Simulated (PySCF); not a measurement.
## Electron correlation in Au⁺ (gold, charge +1)

[Xe] 4f14 5d9 6p1, one real determinant (an excited configuration). Calculation: PySCF 2.14, in x2c-TZVPPall with one added diffuse shell each of s, p, d, f type (12s8p8d4f1g, 113 functions); the spin-free X2C one-electron Hamiltonian (Gaussian nucleus). Frozen: [Xe] 4f14; 10 electrons correlated.

MP2 pair energies summed by pair of shells (mhartree):

```csv
pair,energy,share (%)
5d-5d,-242.76,89.7
5d-6p,-28.02,10.3
```

Total MP2 correlation energy: -270.78 mhartree.

Same-spin part -96.58 and opposite-spin part -174.19 mhartree; SCS-MP2 scales them by 1/3 and 6/5 to -241.23 mhartree.

The reference is one real determinant that mixes LS terms of this configuration.
